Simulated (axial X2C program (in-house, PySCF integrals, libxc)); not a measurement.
## Nuclear properties of GaW

Calculated with an axial X2C code built on PySCF integrals: two-component X2C with atomic mean-field Coulomb and Gaunt terms, Gaussian nuclei, basis W dyall-cv3z, Ga dyall-cv3z with contracted cores.

R = 2.625 Å (near the PBE0 minimum at charge 0 of the determinant lowest at the starting distance; the state shown can have its own minimum elsewhere).

Determinant lowest in the PBE0 search, Ω = 5/2 (⟨Sz⟩ = 2.46, ⟨Lz⟩ = 0.04 at PBE0), spin on the atoms W 2.42, Ga 0.04:

| level | Eeff magnitude (GV/cm) | Ws magnitude W (kHz) | A∥/gI W (MHz) | qzz W (a.u.) | A∥/gI Ga (MHz) | qzz Ga (a.u.) | μ (D) |
| --- | --- | --- | --- | --- | --- | --- | --- |
| PBE0 | 12.4 | 3.99 | 569 | 0.05 | -29.2 | -2.72 | -0.31 |
| HF | 34.8 | 13.2 | 1120 | -1.82 | -52 | -3.45 | -0.70 |
| PBE | 8.4 | 2.47 | 510 | 0.03 | -31.3 | -2.43 | 0.06 |
| BHandHLYP | 0.948 | 0.735 | 196 | 0.46 | -26.4 | -2.66 | 0.01 |
| BP86 | 7.53 | 2.11 | 558 | 0.11 | -32.2 | -2.39 | 0.17 |

Eeff is the effective electric field on the electron electric dipole moment in this Ω state and Ws the scalar–pseudoscalar constant of the nucleus named (defined with the proton number Z and per Ω); A∥ (defined per Ω) follows by multiplying with gI = μI/(I μN); qzz is the electric field gradient, eQq0 = 234.96 MHz × Q/barn × qzz; μ is positive if the Ga end (last atom) is positive. The operators were transformed with the bare-nucleus X2C matrices; with these basis sets, hyperfine constants and field gradients can be off by tens of per cent, and where levels differ in sign neither size nor sign is settled.

With gI(69Ga) = 1.3444, Q(69Ga) = 0.171 barn (g factors from the IAEA table of nuclear moments by Stone; Q from Pyykkö, Mol. Phys. 2018), turn the PBE0 values of the first state into constants in MHz.

A∥(69Ga) = -29.2 × 1.3444 = -39.3 MHz; eQq0(69Ga) = 234.96 × (0.171) × (-2.72) = -109 MHz.

Each state is one determinant with collinear spin, which with several unpaired electrons need not be a pure state. Unrestricted Hartree–Fock can overshoot spin polarisation at the nuclei. This is the top spin component of a Σ state; components of lower Ω are not single determinants and can lie lower. With several open shells hyperfine constants can be off by a factor of several. Where Eeff spreads by more than a factor of two the levels disagree and none is to be relied on. The search compared states at one distance, so a state with another bond length can lie lower. The sign of Ws at W differs between levels in the first state. Further determinants of the search, some of them spin-mixed, are not shown. Where a field gradient or hyperfine factor spreads by more than a factor of two over the levels, a constant derived from it is not to be relied on.
